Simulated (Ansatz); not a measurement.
Basis-set extrapolation for BClH₉NSi₃, SMILES `BN([SiH2][SiH3])[SiH2]Cl` (PBE0-D4/def2-TZVP geometry, frozen core, Ansatz). Multiplicity 1, RHF reference.

```csv
,def2-TZVPP,def2-QZVPP
HF,-1410.879081,-1410.923284
MP2 correlation,-0.871890,-0.940396
CCSD(T) correlation,-0.995630,not run
```

Energies in hartree. Use E(X) = E(∞) + A·exp(−7.88·√X) for Hartree–Fock and E(X) = E(∞) + B·X^(−2.97) for correlation, with X = 3 and 4, and add CCSD(T) minus MP2 of the smaller set to the MP2 limit.

Question: What is the CCSD(T) energy at the basis-set limit?

Answer: HF limit: -1410.923284 + (-0.044203) × 0.13774 = -1410.92937. MP2 limit: -0.940396 + (-0.068506) × 0.74074 = -0.99114. Higher-order term: -0.995630 − (-0.871890) = -0.12374. Total: -1412.04425 hartree, 106.4 kcal/mol below CCSD(T)/def2-TZVPP.
